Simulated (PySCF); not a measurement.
KCl, SMILES [Cl][K].

Geometry optimised at PBE0-D3(BJ)/def2-TZVPD.

The numbers are results of TDDFT-CAM-B3LYP/def2-TZVPD (PySCF), not measurements.

Vertical excitations; the highest root listed may be one member of a degenerate set. Isolated molecule, no solvent. State labels are in the subgroup C2v.

Problem. Give excitation energies, oscillator strengths and character. (Estimate from the structure and the level; the computed values follow.)

Solution. 
```tsv
state	symmetry	energy (eV)	λ (nm)	f	main pairs
S1	B1	4.19	296	0.015	HOMO−1→LUMO (degenerate set)
S2	B2	4.19	296	0.015	HOMO→LUMO (degenerate set)
S3	A1	4.47	277	0.067	HOMO−2→LUMO 92 %
S4	A2	5.63	220	0.000	HOMO→LUMO+1, HOMO−1→LUMO+2 (degenerate set)
S5	A1	5.63	220	0.000	HOMO−1→LUMO+1, HOMO→LUMO+2 (degenerate set)
S6	A2	5.66	219	0.000	HOMO−1→LUMO+2 47 %, HOMO→LUMO+1 47 %
S7	A1	5.71	217	0.009	HOMO→LUMO+2 48 %, HOMO−1→LUMO+1 48 %
S8	B1	5.83	213	0.001	HOMO−2→LUMO+1, HOMO−1→LUMO+3 (degenerate set)
S9	B2	5.83	213	0.001	HOMO−2→LUMO+2, HOMO→LUMO+3 (degenerate set)
S10	B2	5.84	212	0.070	HOMO→LUMO+3 56 %, HOMO−2→LUMO+2 26 %
T1	B2	4.15	299	0	HOMO→LUMO (degenerate set)
T2	B1	4.15	299	0	HOMO−1→LUMO (degenerate set)
T3	A1	4.32	287	0	HOMO−2→LUMO 89 %
T4	A1	5.59	222	0	HOMO−1→LUMO+1 45 %, HOMO→LUMO+2 45 %
```
Triplets are in the Tamm–Dancoff approximation, which puts them higher than full response would, so one can lie above its singlet here.
